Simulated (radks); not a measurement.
The tungsten ion W15+, 59 electrons, occupied as [Kr] 4d10 4f11 5s2.

Method: non-relativistic Kohn-Sham, PBE, spin-polarised, spherical densities, point nucleus; open shells are filled with parallel spins first (spin-orbit coupling, left out, can overturn this in heavy ions); relativity is left out, which matters for an element this heavy; computed with a radial shooting solver on a logarithmic mesh with Libxc functionals.

Energy parts (hartree):
part                       energy
total                 -15213.5435
kinetic                15210.1541
electron-nucleus      -35504.8578
Hartree                 5375.6243
exchange-correlation    -294.4642

Orbitals (lengths in bohr, moments of r in powers of bohr; r(max) is where P^2 peaks; r(90%) holds 90 % of the orbital's charge):
orbital,occ.,eigenvalue (hartree),r(max),r(90%),<r^2>
1s up,1,-2355.096,0.01358,0.0364,0.0005600
1s down,1,-2355.096,0.01358,0.0364,0.0005600
2s up,1,-397.3278,0.07399,0.133,0.008767
2s down,1,-397.3236,0.07399,0.133,0.008766
2p up,3,-381.3608,0.05745,0.118,0.006482
2p down,3,-381.3585,0.05745,0.118,0.006482
3s up,1,-100.1609,0.2033,0.320,0.05493
3s down,1,-100.0627,0.2032,0.320,0.05488
3p up,3,-92.76083,0.1915,0.312,0.05080
3p down,3,-92.67215,0.1915,0.312,0.05075
3d up,5,-78.96348,0.1511,0.284,0.03952
3d down,5,-78.90062,0.1511,0.284,0.03946
4s up,1,-29.42115,0.4549,0.691,0.2631
4s down,1,-29.28914,0.4550,0.691,0.2635
4p up,3,-26.30813,0.4551,0.706,0.2708
4p down,3,-26.17678,0.4553,0.707,0.2713
4d up,5,-20.62906,0.4497,0.741,0.2865
4d down,5,-20.49769,0.4499,0.742,0.2873
4f up,7,-13.15059,0.4071,0.821,0.3210
4f down,4,-13.01486,0.4079,0.825,0.3239
5s up,1,-12.20001,0.9569,1.39,1.095
5s down,1,-12.14594,0.9593,1.39,1.102

The highest occupied level is 5s down at -330.51 eV. For comparison, the ionisation energy in NIST's Atomic Spectra Database is 362 eV (semi-empirical). In exact Kohn-Sham theory the highest level is minus the ionisation energy, but local and semilocal functionals leave it too shallow, through self-interaction and a potential that decays too fast; potentials with the right tail come closer. Virial ratio -V/T = 2.00022. The electron density at the nucleus is 2.903e+05 e/bohr^3. Spin moment in Bohr magnetons: 3. The density falls to 0.001 e/bohr^3 at r = 1.96 bohr.
